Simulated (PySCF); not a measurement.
## Ionisation energy of Cr by level of theory

Cr [Ar] 3d5 4s1 (7S) → Cr+ [Ar] 3d5 (6S), as a difference of total energies. Calculation: PySCF 2.14, in pcseg-2 (6s4p3d2f1g, 56 functions); the non-relativistic Hamiltonian (point nucleus). Correlated levels: valence: [Ar] frozen. The calculations carry no spin-orbit coupling.

| method | ionisation energy (eV) | difference from reference (eV) |
| --- | --- | --- |
| UHF | 5.924 | -0.843 |
| PBE0 | 6.932 | +0.165 |
| M06-2X | 6.474 | -0.293 |
| MP2 (valence) | 6.366 | -0.401 |
| SCS-MP2 (valence) | 6.071 | -0.696 |

Reference: 6.767 eV (measured; NIST Atomic Spectra Database, ionization energies).

These non-relativistic numbers lack the scalar-relativistic shift.

Errors of the correlated levels include the incompleteness of this basis and the frozen core.
